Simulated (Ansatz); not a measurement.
Stepwise reaction of `F[SiH2]C[SiH3]` with ammonia, as a gas-phase model of exchange steps in deposition or etching. ΔE in kJ/mol.

Isolated molecules relaxed with PBE0-D4/def2-TZVP in Ansatz; ΔE leaves out vibrations. CBS: MP2 limit from def2 TZ/QZ plus the TZ coupled-cluster correction, frozen cores. This one scheme is used for every species. Functionals use def2-TZVPP. B3LYP here is the variant with VWN-RPA as its local correlation; programs differ in this. Each species was taken in one conformer, which may not be the lowest.

```
step                                             reaction  PBE-D4  B3LYP-D4  ωB97M-V  CCSD(T)/CBS
   2  `N[SiH](F)C[SiH3]` + NH₃ → `N[SiH2]C[SiH](N)F` + H₂   -35.4     -37.9    -37.5        -36.5
```

Question: Give the row of step 1, `F[SiH2]C[SiH3]` + NH₃ → `N[SiH](F)C[SiH3]` + H₂. (An estimate is asked.)

Answer: The calculation gave: 
| step | reaction | PBE-D4 | B3LYP-D4 | ωB97M-V | CCSD(T)/CBS |
| --- | --- | --- | --- | --- | --- |
| 1 | `F[SiH2]C[SiH3]` + NH₃ → `N[SiH](F)C[SiH3]` + H₂ | -53.4 | -55.2 | -57.4 | -54.8 |

Question: By hand: ΔE of the 2 steps together at CCSD(T)/CBS.

Answer: (-54.8) + (-36.5) = -91.3 kJ/mol, or -45.6 kJ/mol a step.

In ΔE each step is higher than the one before. All are downhill at CCSD(T)/CBS. PBE-D4 differs from CCSD(T)/CBS by 1.1 to 1.4 kJ/mol a step. Isolated molecules leave out the surface, adducts and barriers. Largest T1 diagnostic: 0.011.
